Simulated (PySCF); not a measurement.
**Polarisability and C₆ of N²⁺ (nitrogen, charge +2)**

[He] 2s2 2p1, 2P determinant. All numbers are calculated (PySCF 2.14, the spin-free X2C one-electron Hamiltonian (Gaussian nucleus), in x2c-QZVPPall with one added diffuse shell each of s, p, d, f type (8s5p4d3f1g, 73 functions)). Coupled (time-dependent) response in atomic units; α is the mean over directions.

| method | mean α (bohr³) | α xx, yy, zz | C₆ (like pair) | S(−4) |
| --- | --- | --- | --- | --- |
| UHF | 2.705 | 2.814, 2.485, 2.814 | 3.826 | 9.074 |
| PBE | 2.579 | 2.691, 2.355, 2.691 | 3.657 | 6.816 |
| PBE0 | 2.593 | 2.707, 2.363, 2.707 | 3.675 | 7.008 |
| B3LYP | 2.586 | 2.705, 2.348, 2.705 | 3.650 | 6.961 |
| TPSSh | 2.614 | 2.728, 2.386, 2.728 | 3.764 | 7.134 |

S(−4) is the Cauchy moment in α(ω) = α(0) + S(−4) ω² + …

α(iu) at B3LYP:

| u (hartree) | α(iu) (bohr³) |
| --- | --- |
| 0 | 2.586 |
| 0.0500 | 2.569 |
| 0.100 | 2.519 |
| 0.200 | 2.345 |
| 0.300 | 2.116 |
| 0.500 | 1.658 |
| 0.750 | 1.222 |
| 1.00 | 0.9301 |
| 1.50 | 0.5887 |
| 2.00 | 0.4054 |
| 3.00 | 0.2255 |
| 5.00 | 0.09956 |

For an ion, C₆ is the dispersion term alone; charge-induced terms of lower order in 1/R come first.

The components differ because the open shell of this determinant is not spherical; for a pure term their mean is the scalar polarisability.
